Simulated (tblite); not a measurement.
A geometry optimisation, step by step.

Compound: C7H13NO.
Bonds: C1–C2, C2–C3, C2–C4 (double), C4–C5, C4–C6, C6–N7, N7–C8, C8–O9 (double). Hydrogens: H10, H11, H12 on C1; H13, H14, H15 on C3; H16, H17, H18 on C5; H19, H20 on C6; H21 on N7; H22 on C8.

Computed with GFN2-xTB (tblite), gas phase: L-BFGS steps from a force-field or distance-geometry start until the largest atomic force falls under 0.01 eV/Å. 8 of its 160 geometries are shown.

Step 0: E = -777.3408 eV, largest atomic force 3.289 eV/Å
```
atom  x, y, z in Å  |  force x, y, z in eV/Å
C1      1.959    1.375   -0.045   -0.223  -0.057  -0.140
C2      1.148    0.135    0.137   -0.420  -0.387   0.452
C3      1.628   -0.870    1.155    0.529   0.814   0.352
C4      0.057   -0.028   -0.600   -0.078  -0.217   0.585
C5     -0.363    1.009   -1.584   -0.066   0.021  -0.345
C6     -0.826   -1.234   -0.497   -0.134  -0.328  -0.438
N7     -2.180   -0.878   -0.116   -1.735   1.001   1.691
C8     -2.442   -0.218    1.122    2.543  -0.511  -0.378
O9     -1.556    0.090    1.943   -2.234  -0.923  -2.231
H10     2.126    1.456   -1.131    0.466   0.326   0.559
H11     2.874    1.238    0.537   -0.094   0.615  -0.386
H12     1.353    2.252    0.282    0.774  -0.494  -0.050
H13     2.259   -1.596    0.623   -0.124   0.059   0.477
H14     2.235   -0.288    1.897   -0.347  -0.811  -0.520
H15     0.820   -1.361    1.707    0.289   0.163  -0.312
H16    -1.444    0.901   -1.800    0.675   0.363   0.069
H17    -0.104    2.004   -1.160   -0.543  -0.595  -0.744
H18     0.215    0.798   -2.512   -0.434   0.564   0.336
H19    -0.422   -1.974    0.214   -0.138   0.216  -0.318
H20    -0.880   -1.667   -1.511   -0.058  -0.177   0.355
H21    -2.960   -1.126   -0.779    1.139   0.519   1.300
H22    -3.507    0.002    1.315    0.212  -0.161  -0.315
```

Step 23: E = -777.8948 eV, largest atomic force 0.062 eV/Å
```
atom  x, y, z in Å  |  force x, y, z in eV/Å
C1      2.015    1.365   -0.041    0.007   0.001  -0.007
C2      1.160    0.140    0.131   -0.008   0.000   0.027
C3      1.637   -0.835    1.166    0.010  -0.027   0.022
C4      0.057   -0.030   -0.599   -0.003   0.001   0.013
C5     -0.400    0.983   -1.613    0.008   0.021  -0.008
C6     -0.844   -1.236   -0.503   -0.055  -0.012   0.000
N7     -2.188   -0.860   -0.075   -0.004  -0.001   0.020
C8     -2.428   -0.267    1.106   -0.023   0.000   0.033
O9     -1.608   -0.012    1.950    0.004  -0.032  -0.006
H10     2.263    1.535   -1.087   -0.028   0.001  -0.022
H11     2.941    1.269    0.519    0.009   0.004  -0.016
H12     1.487    2.244    0.327    0.015   0.007  -0.010
H13     2.243   -1.619    0.709   -0.012  -0.022  -0.025
H14     2.254   -0.325    1.900   -0.005   0.016   0.022
H15     0.807   -1.296    1.692   -0.015   0.025   0.021
H16    -1.456    0.848   -1.833    0.002   0.010  -0.024
H17    -0.255    1.996   -1.248   -0.009   0.030   0.011
H18     0.159    0.877   -2.543    0.020  -0.003  -0.015
H19    -0.445   -1.977    0.191    0.013   0.013   0.008
H20    -0.942   -1.696   -1.488    0.030  -0.042  -0.035
H21    -2.959   -1.053   -0.693    0.021   0.027  -0.012
H22    -3.507   -0.030    1.230    0.023  -0.016   0.001
```

Step 45: E = -777.9620 eV, largest atomic force 0.123 eV/Å
```
atom  x, y, z in Å  |  force x, y, z in eV/Å
C1      2.098    1.347   -0.151    0.001   0.004   0.037
C2      1.164    0.200    0.097   -0.066  -0.040  -0.040
C3      1.512   -0.708    1.242    0.002  -0.008   0.020
C4      0.073    0.010   -0.645   -0.089  -0.050  -0.069
C5     -0.373    0.990   -1.699   -0.023   0.022   0.013
C6     -0.828   -1.193   -0.475   -0.004   0.011  -0.040
N7     -2.176   -0.823   -0.068    0.080   0.060   0.038
C8     -2.459   -0.572    1.222    0.076  -0.019  -0.028
O9     -1.708   -0.752    2.150   -0.104   0.003  -0.065
H10     2.161    1.599   -1.206   -0.028  -0.018  -0.019
H11     3.092    1.089    0.203    0.083   0.028   0.007
H12     1.772    2.237    0.384   -0.043   0.014   0.038
H13     1.844   -1.683    0.893    0.034  -0.056  -0.039
H14     2.306   -0.280    1.841    0.085   0.072   0.051
H15     0.641   -0.847    1.878   -0.004  -0.021   0.055
H16    -1.319    0.677   -2.139    0.081   0.028  -0.027
H17    -0.512    1.975   -1.252    0.005  -0.024  -0.069
H18     0.360    1.089   -2.500   -0.008  -0.032   0.016
H19    -0.439   -1.863    0.292   -0.031   0.019  -0.093
H20    -0.905   -1.730   -1.428    0.018   0.001   0.062
H21    -2.820   -0.543   -0.791   -0.011   0.014   0.096
H22    -3.492   -0.200    1.349   -0.054  -0.010   0.057
```

Step 68: E = -777.9969 eV, largest atomic force 0.067 eV/Å
```
atom  x, y, z in Å  |  force x, y, z in eV/Å
C1      2.090    1.373   -0.140   -0.020  -0.012   0.008
C2      1.151    0.223    0.090    0.009  -0.018  -0.009
C3      1.509   -0.666    1.249   -0.032  -0.020   0.006
C4      0.077    0.021   -0.675    0.039  -0.003  -0.055
C5     -0.291    0.935   -1.816   -0.007   0.027  -0.014
C6     -0.872   -1.136   -0.468   -0.012   0.032  -0.003
N7     -2.178   -0.701    0.010    0.028   0.013   0.023
C8     -2.508   -0.709    1.311    0.025  -0.002   0.030
O9     -1.815   -1.113    2.212   -0.003  -0.026  -0.028
H10     2.092    1.704   -1.175   -0.011  -0.012   0.013
H11     3.103    1.085    0.133   -0.027   0.055   0.004
H12     1.792    2.219    0.482    0.048  -0.024  -0.001
H13     1.794   -1.659    0.902    0.017   0.005  -0.001
H14     2.347   -0.251    1.804   -0.030   0.010   0.002
H15     0.668   -0.778    1.931   -0.028  -0.005   0.001
H16    -1.146    0.547   -2.365   -0.022   0.010   0.026
H17    -0.536    1.932   -1.449   -0.022  -0.012  -0.014
H18     0.531    1.041   -2.523    0.013  -0.026   0.018
H19    -0.485   -1.838    0.270   -0.028   0.033   0.001
H20    -1.021   -1.658   -1.419   -0.003  -0.021   0.013
H21    -2.780   -0.231   -0.646    0.017  -0.016  -0.009
H22    -3.533   -0.321    1.480    0.047   0.014  -0.012
```

Step 91: E = -778.0121 eV, largest atomic force 0.068 eV/Å
```
atom  x, y, z in Å  |  force x, y, z in eV/Å
C1      2.071    1.379   -0.122   -0.009   0.018   0.002
C2      1.128    0.228    0.073    0.025  -0.006  -0.014
C3      1.445   -0.641    1.260   -0.010   0.015  -0.007
C4      0.087    0.006   -0.731   -0.019   0.015   0.033
C5     -0.262    0.891   -1.902    0.013   0.004   0.019
C6     -0.882   -1.127   -0.489   -0.025   0.015   0.000
N7     -2.141   -0.641    0.059    0.013   0.035   0.031
C8     -2.450   -0.756    1.360    0.003  -0.012  -0.011
O9     -1.804   -1.349    2.189    0.046  -0.011   0.006
H10     2.038    1.782   -1.129   -0.018  -0.013  -0.011
H11     3.094    1.080    0.099   -0.028  -0.038  -0.010
H12     1.804    2.176    0.572    0.014   0.037   0.006
H13     1.848   -1.600    0.934    0.024   0.018   0.013
H14     2.188   -0.155    1.887    0.001  -0.021   0.011
H15     0.563   -0.836    1.865   -0.010   0.009   0.007
H16    -1.113    0.490   -2.447    0.006  -0.008   0.004
H17    -0.511    1.898   -1.570   -0.012   0.024   0.015
H18     0.571    0.974   -2.600    0.012  -0.035   0.003
H19    -0.492   -1.836    0.240   -0.006  -0.026  -0.063
H20    -1.088   -1.646   -1.431   -0.025  -0.016   0.025
H21    -2.698   -0.038   -0.526    0.012  -0.006  -0.022
H22    -3.408   -0.259    1.607   -0.008   0.002  -0.038
```

Step 114: E = -778.0183 eV, largest atomic force 0.054 eV/Å
```
atom  x, y, z in Å  |  force x, y, z in eV/Å
C1      2.061    1.376   -0.123   -0.004   0.010   0.003
C2      1.108    0.235    0.085   -0.002  -0.018  -0.014
C3      1.414   -0.619    1.284   -0.002  -0.006   0.010
C4      0.081    0.007   -0.734    0.007   0.003   0.002
C5     -0.242    0.883   -1.918    0.004   0.003   0.000
C6     -0.897   -1.123   -0.515    0.010  -0.006  -0.010
N7     -2.134   -0.635    0.076    0.028  -0.008   0.045
C8     -2.413   -0.773    1.381    0.009  -0.028   0.004
O9     -1.754   -1.392    2.182   -0.015   0.023  -0.036
H10     1.997    1.785   -1.125    0.030   0.013  -0.013
H11     3.084    1.051    0.061   -0.009  -0.023  -0.009
H12     1.838    2.174    0.586   -0.007   0.008   0.014
H13     1.907   -1.542    0.977   -0.007   0.008  -0.001
H14     2.085   -0.093    1.959   -0.012   0.013  -0.012
H15     0.514   -0.882    1.834    0.006  -0.006   0.007
H16    -1.115    0.504   -2.446   -0.002   0.024   0.000
H17    -0.446    1.907   -1.605    0.001  -0.005  -0.016
H18     0.586    0.909   -2.627   -0.003  -0.001   0.009
H19    -0.500   -1.876    0.164   -0.004   0.006   0.015
H20    -1.135   -1.599   -1.472   -0.012  -0.005   0.003
H21    -2.691   -0.009   -0.483   -0.005  -0.001  -0.010
H22    -3.359   -0.268    1.656   -0.011  -0.005   0.009
```

Step 136: E = -778.0208 eV, largest atomic force 0.018 eV/Å
```
atom  x, y, z in Å  |  force x, y, z in eV/Å
C1      2.077    1.365   -0.132    0.002  -0.001  -0.003
C2      1.097    0.248    0.082   -0.002   0.003   0.000
C3      1.386   -0.590    1.296    0.003   0.005  -0.003
C4      0.074    0.021   -0.743   -0.001  -0.008   0.002
C5     -0.226    0.890   -1.940   -0.005  -0.003   0.006
C6     -0.906   -1.107   -0.520   -0.007   0.005   0.001
N7     -2.134   -0.630    0.100    0.001  -0.003   0.014
C8     -2.409   -0.816    1.399    0.003  -0.008   0.007
O9     -1.737   -1.446    2.179   -0.011   0.002  -0.014
H10     2.016    1.788   -1.129    0.001  -0.003   0.002
H11     3.089    0.998    0.030    0.003   0.009   0.002
H12     1.893    2.161    0.591   -0.001  -0.007  -0.003
H13     1.920   -1.496    1.010    0.000   0.003   0.008
H14     2.017   -0.034    1.986    0.002  -0.005   0.001
H15     0.480   -0.881    1.822    0.004   0.002  -0.008
H16    -1.116    0.538   -2.456   -0.001  -0.002   0.000
H17    -0.391    1.925   -1.643    0.006   0.004   0.000
H18     0.599    0.874   -2.652   -0.008  -0.007   0.003
H19    -0.498   -1.867    0.145   -0.003   0.009  -0.007
H20    -1.163   -1.572   -1.477    0.007   0.004   0.001
H21    -2.714   -0.012   -0.445    0.006   0.004  -0.010
H22    -3.363   -0.337    1.692    0.002  -0.001   0.001
```

Step 159: E = -778.0223 eV, largest atomic force 0.010 eV/Å
```
atom  x, y, z in Å  |  force x, y, z in eV/Å
C1      2.090    1.363   -0.147    0.000   0.001   0.000
C2      1.097    0.260    0.084    0.002  -0.002  -0.004
C3      1.378   -0.561    1.312    0.000   0.000   0.000
C4      0.073    0.032   -0.739   -0.001  -0.002  -0.002
C5     -0.219    0.889   -1.946   -0.001   0.003  -0.002
C6     -0.909   -1.093   -0.517    0.001  -0.003   0.000
N7     -2.130   -0.616    0.115   -0.003  -0.001  -0.003
C8     -2.428   -0.873    1.397    0.000  -0.001   0.003
O9     -1.779   -1.563    2.145    0.003  -0.008   0.005
H10     2.036    1.766   -1.153    0.003  -0.003  -0.001
H11     3.098    0.989    0.024    0.003  -0.001   0.006
H12     1.913    2.174    0.560   -0.002   0.005   0.000
H13     1.959   -1.446    1.049   -0.002   0.004  -0.002
H14     1.962    0.022    2.019   -0.001   0.000  -0.001
H15     0.468   -0.887    1.808    0.002  -0.001   0.002
H16    -1.164    0.599   -2.400    0.000   0.003  -0.001
H17    -0.278    1.942   -1.677   -0.001   0.003   0.000
H18     0.559    0.778   -2.702    0.003  -0.002   0.002
H19    -0.502   -1.861    0.138    0.001  -0.003   0.001
H20    -1.171   -1.549   -1.477   -0.002   0.003   0.000
H21    -2.686    0.046   -0.402   -0.003  -0.005  -0.001
H22    -3.376   -0.392    1.706   -0.002   0.009   0.001
```

Question: Summarise the path.

Answer: The energy falls by 65.76 kJ/mol from step 0 to step 159; nine tenths of that is first reached at step 44. It falls at every step. The largest force goes from 3.289 to 0.010 eV/Å. Among the bonds N7–C8 changes most, from 1.427 to 1.341 Å; the atoms move by 0.627 Å rms after alignment.

The cost below is that of the whole relaxation. The run took 1.2 s wall on one thread, Arm Neoverse V1 (aarch64), no GPU, on a shared host.
